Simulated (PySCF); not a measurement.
# How methods differ on the ionisation energy of Mg(9+)

Mg(9+) [He] 2s1 (2S) → Mg(10+) 1s2 (1S), as a difference of total energies. All numbers are calculated (PySCF 2.14, scalar relativity by spin-free X2C-1e, in an uncontracted even-tempered set (19 s from 0.9 bohr⁻², ratio 2.2; 9 p from 1.5 bohr⁻², ratio 2.4; 6 d from 4.5 bohr⁻², ratio 2.4; 5 f from 6.7 bohr⁻², ratio 2.4; 5 g from 10 bohr⁻², ratio 2.4)). Correlated levels: nothing frozen; virtual orbitals above 40 to 60 times the deepest correlated orbital energy dropped. The calculations carry no spin-orbit coupling.

```tsv
method	ionisation energy (eV)
UHF	367.40
LDA	366.76
PBE	368.48
PBE0	368.28
r2SCAN	367.11
TPSSh	368.19
B3LYP	368.76
MP2 (all electrons)	367.55
SCS-MP2 (all electrons)	367.53
```

For comparison: 367.49 eV (theoretical estimate listed by NIST; NIST Atomic Spectra Database, ionization energies).
